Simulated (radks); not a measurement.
Results of a calculation; reference values are marked as such.
Ba30+, 26 electrons, occupied as [Ar] 3d8.

Level of theory: scalar-relativistic Kohn-Sham, r2SCAN, spin-polarised, spherical densities, finite nucleus; open shells are filled with parallel spins first (spin-orbit coupling, left out, can overturn this in heavy ions); meta-GGA in the generalised Kohn-Sham scheme; Fermi nuclear charge, rms radius 4.8378 fm (a radial shooting solver on a logarithmic mesh with Libxc functionals).

Energy parts (Ry):
part                       energy
total                 -15218.6445
kinetic                16116.1536
electron-nucleus      -34461.2260
Hartree                 3442.7030
exchange-correlation    -316.2751

Orbitals (lengths in bohr, moments of r in powers of bohr; <r^-3> diverges for s and p1/2; r(max) is where P^2 peaks; r(90%) holds 90 % of the orbital's charge):
| orbital | occ. | eigenvalue (Ry) | r(max) | <r^-3> | <r^4> | r(90%) |
|---|---|---|---|---|---|---|
| 1s up | 1 | -2830.200 | 0.01642 | - | 2.076e-06 | 0.0461 |
| 1s down | 1 | -2830.199 | 0.01642 | - | 2.076e-06 | 0.0461 |
| 2s up | 1 | -520.0685 | 0.09270 | - | 0.0003410 | 0.169 |
| 2s down | 1 | -519.4518 | 0.09266 | - | 0.0003400 | 0.169 |
| 2p up | 3 | -475.2911 | 0.07451 | 7070 | 0.0002477 | 0.156 |
| 2p down | 3 | -474.8306 | 0.07447 | 7083 | 0.0002467 | 0.156 |
| 3s up | 1 | -169.7472 | 0.2612 | - | 0.01228 | 0.412 |
| 3s down | 1 | -169.1418 | 0.2614 | - | 0.01235 | 0.413 |
| 3p up | 3 | -155.2853 | 0.2545 | 1514 | 0.01235 | 0.414 |
| 3p down | 3 | -154.6425 | 0.2547 | 1503 | 0.01245 | 0.415 |
| 3d up | 5 | -135.3628 | 0.2078 | 212.3 | 0.009437 | 0.389 |
| 3d down | 3 | -134.5456 | 0.2082 | 211.4 | 0.009560 | 0.391 |
| 4s up | 0 | -80.29525 | 0.5598 | - | 0.1818 | 0.802 |
| 4s down | 0 | -80.03561 | 0.5611 | - | 0.1836 | 0.804 |
| 4p up | 0 | -74.80635 | 0.5701 | 490.0 | 0.2006 | 0.824 |
| 4p down | 0 | -74.54638 | 0.5717 | 486.3 | 0.2028 | 0.826 |

The highest occupied level is 3d down at -1830.6 eV. The spin density at the nucleus is -7.88 e/bohr^3 (1s -0.35, 2s -31.45, 3s 23.92). Summed over all electrons, <r^2> = 1.410 bohr^2, which gives a Langevin (diamagnetic) susceptibility term of -1.12 x 10^-6 cm^3/mol. Spin moment in Bohr magnetons: 2. For comparison, the ionisation energy in NIST's Atomic Spectra Database is 1864 eV (theoretical). In exact Kohn-Sham theory the highest level is minus the ionisation energy, but local and semilocal functionals leave it too shallow, through self-interaction and a potential that decays too fast; potentials with the right tail come closer. The electron density at the nucleus is 3.331e+05 e/bohr^3 (large components only). The density falls to 0.001 e/bohr^3 at r = 0.88 bohr.
